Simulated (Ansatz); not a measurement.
## C2H3BrO (acetyl bromide): a line through the functionals

C2H3BrO has 7 atoms, charge 0, and is taken as a singlet. SMILES: `CC(=O)Br`. The shape is that of a PBE0-D4/def2-TZVP optimisation.

The HOMO–LUMO gap y, in eV, basis 6-31G(d); a is the functional's share of exact exchange. Programs: Ansatz 0.2.0.

```
functional  program     a  y (eV)
       PBE   Ansatz     0    4.66
    r2SCAN   Ansatz     0    5.20
     B3LYP   Ansatz   0.2       ?
   r2SCAN0   Ansatz  0.25    7.54
      PBE0   Ansatz  0.25    7.20
     BHLYP   Ansatz   0.5    9.77
```

Task: Fit y = c + s·a to the known rows and predict B3LYP.

Result: 
1. Means of the 5 rows: a = 0.2000, y = 6.874.
2. Σ(Δa)² = 0.175, Σ(Δa·Δy) = 1.696, so the slope is 1.696/0.175 = 9.6914.
3. Intercept: 6.874 − (9.6914) × 0.2000 = 4.936. The largest residual of the fit is 0.28.
4. B3LYP: 4.936 + (9.6914) × 0.2 = 6.87 eV.

The run gave 6.68 eV, so the prediction is off by +0.19 eV, within the scatter of the fit. Exact exchange lowers occupied levels and raises empty ones. The rows mix families of semi-local functionals, which the line can't see.
